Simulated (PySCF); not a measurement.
## Cd²⁺ (cadmium, charge +2) across methods

[Kr] 4d9 5p1, one real determinant (an excited configuration). Calculation: PySCF 2.14, in ANO-RCC-VTZP; scalar relativity by spin-free X2C-1e.

```csv
method,E (hartree),mean ε 4d α (eV),mean ε 4d β (eV),mean ε 5p α (eV),Σ⟨r²⟩ (bohr²),⟨S²⟩
M06,-5592.34,-38.862,-37.891,-17.901,35.37,2.000
UHF,-5589.70026,-45.015,-43.738,-19.687,35.98,2.001
PBE,-5591.82,-36.420,-35.510,-17.527,35.47,2.000
r2SCAN,-5592.23,-36.949,-35.950,-17.658,35.34,2.001
PBE0,-5591.90,-38.840,-37.851,-18.208,35.46,2.001
LDA,-5586.51,-36.613,-35.706,-17.683,35.41,2.000
TPSSh,-5592.02,-37.391,-36.462,-17.720,35.45,2.001
```

Estimate the same row for PBEsol.

E (hartree) = -5589.12; mean ε 4d α (eV) = -36.405; mean ε 4d β (eV) = -35.482; mean ε 5p α (eV) = -17.543; Σ⟨r²⟩ (bohr²) = 35.40; ⟨S²⟩ = 2.000.

⟨L²⟩ = 8.00 against 12 for a pure F term, so this real determinant mixes terms.
